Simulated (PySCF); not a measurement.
## Electronic structure of Ho²⁺ (holmium, charge +2) at the r2SCAN level

Configuration: [Xe] 4f11, one real determinant. All numbers are calculated (PySCF 2.14, the spin-free X2C one-electron Hamiltonian (Gaussian nucleus), in x2c-TZVPPall with one added diffuse shell each of s, p, d, f type (12s8p8d5f2g, 129 functions)).

| Quantity | Value |
| --- | --- |
| Total energy | -12615.41 hartree |
| One-electron energy | -17253.05 hartree |
| Hartree (Coulomb) energy | 4912.01 hartree |
| Exchange-correlation energy | -274.38 hartree |
| ⟨S²⟩ | 3.7531 |
| ⟨L²⟩ | 34.014 |
| Sum of ⟨r⟩ | 35.71 bohr |
| Sum of ⟨r²⟩ | 37.49 bohr² |
| Traceless quadrupole moment −½Σ⟨3z² − r²⟩ along its main axis | 0.0626 e·bohr² |
| Langevin diamagnetic susceptibility | -29.7 ×10⁻⁶ cm³/mol |
| Time after the integrals | roughly 17 core-seconds |

| shell | electrons | mean orbital energy (eV) | spread (eV) | rms radius, mean of both spins (bohr) |
| --- | --- | --- | --- | --- |
| 1s α | 1 | -55430.8 | 0 | 0.0236 |
| 1s β | 1 | -55430.8 | 0 | 0.0236 |
| 2s α | 1 | -9305.6 | 0 | 0.0953 |
| 2s β | 1 | -9305.6 | 0 | 0.0953 |
| 2p α | 3 | -8260.5 | 0.063 | 0.0859 |
| 2p β | 3 | -8260.5 | 0.062 | 0.0859 |
| 3s α | 1 | -2098.6 | 0 | 0.245 |
| 3s β | 1 | -2097.1 | 0 | 0.245 |
| 3p α | 3 | -1776.2 | 0.360 | 0.246 |
| 3p β | 3 | -1774.6 | 0.251 | 0.246 |
| 3d α | 5 | -1357.8 | 0.455 | 0.225 |
| 3d β | 5 | -1356.6 | 0.219 | 0.225 |
| 4s α | 1 | -431.32 | 0 | 0.552 |
| 4s β | 1 | -427.40 | 0 | 0.552 |
| 4p α | 3 | -324.30 | 0.569 | 0.586 |
| 4p β | 3 | -320.45 | 0.380 | 0.586 |
| 4d α | 5 | -176.98 | 0.940 | 0.644 |
| 4d β | 5 | -173.24 | 0.544 | 0.644 |
| 5s α | 1 | -66.496 | 0 | 1.36 |
| 5s β | 1 | -64.795 | 0 | 1.36 |
| 5p α | 3 | -41.357 | 0.219 | 1.61 |
| 5p β | 3 | -40.158 | 0.131 | 1.61 |
| 4f α | 7 | -18.161 | 1.532 | 0.973 |
| 4f β | 4 | -16.338 | 1.289 | 0.973 |

⟨L²⟩ = 34.01 against 42 for a pure I term, so this real determinant mixes terms. Spin-orbit coupling, absent here, splits the open shell strongly.

Densities and radii are taken from the X2C orbitals without a picture-change correction, which distorts them close to the nucleus.
